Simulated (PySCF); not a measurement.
F3Ga, charge -1, multiplicity 2. Atoms are numbered in the order given.

```xyz
4

Ga     0.0000     0.0000    -0.3195
F      1.4719     0.8498     0.3668
F     -1.4719     0.8498     0.3668
F      0.0000    -1.6996     0.3668
```
Charge -1, spin multiplicity 2.

The structure is a stationary point at PBE0-D3(BJ)/def2-SVPD.

Calculation: PBE/def2-TZVPD run with PySCF.

Mulliken values depend strongly on the basis, most of all with diffuse functions as here. ESP charges are fitted to the potential on shells at 1.4 to 2.0 van der Waals radii. Atomic charges (e):

```tsv
atom	ESP fit	meta-Löwdin	Mulliken	Mulliken spin
Ga1	-0.02	?	0.24	0.88
F2	-0.32	?	-0.41	0.04
F3	-0.32	?	-0.41	0.04
F4	-0.33	?	-0.41	0.04
```

Task: Complete the blanks. (An estimate is asked for; the answer gives what the named calculation found.)

Result: 
- Ga1, meta-Löwdin: 0.70
- F2, meta-Löwdin: -0.57
- F3, meta-Löwdin: -0.57
- F4, meta-Löwdin: -0.57
